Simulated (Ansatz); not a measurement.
`NB(O)O[SiH3]` + `[CH3][In]([OH])[F]` → `[CH3][In]([F])[O][SiH3]` + `NB(O)O`  (ligand exchange at the Si–O bond)

Program: Ansatz. Geometries: PBE0-D4/def2-TZVP. ΔE: electronic, gas phase. CCSD(T)/CBS is the MP2 limit (def2-TZVPP, def2-QZVPP) plus CCSD(T) − MP2 in def2-TZVPP, frozen cores. This one scheme is used for every species. DFT in def2-TZVPP. Elements past krypton have def2 core potentials. For In outer-core shells are correlated without core-valence functions, which leaves a few kJ/mol of doubt a bond. One conformer a species, not always the lowest.

Problem. Is it downhill or uphill in electronic energy at CCSD(T)/CBS, and by how much? (Best estimate.)

Solution. Ansatz gave: Downhill: ΔE = -16.5 kJ/mol.

Problem. What do these levels give: PBE-D4, revPBE-D4, PBE0-D4, BHLYP-D4, ωB97X-V, ωB97M-V, revPBE, CAM-B3LYP, LC-ωPBE, HF/def2-SVP, MP2/def2-SVP, CCSD/def2-TZVPP? (Estimate.)

Solution. Ansatz gave: PBE-D4 -11.4, revPBE-D4 -9.8, PBE0-D4 -15.1, BHLYP-D4 -17.6, ωB97X-V -15.3, ωB97M-V -14.9, revPBE -12.6, CAM-B3LYP -14.8, LC-ωPBE -16.9, HF/def2-SVP -29.9, MP2/def2-SVP -26.2, CCSD/def2-TZVPP -17.6 kJ/mol.

Largest T1 diagnostic among the species: 0.016.

From PBE to PBE0 (25 % exact exchange), in def2-TZVPP and without D4, ΔE moves by −3.6 kJ/mol. Leaving LDA and LC-ωPBE aside and taking each functional with its dispersion term where it has one, the values, not all of them listed here, spread over 8.7 kJ/mol, from PBE-QIDH to BLYP-D4.
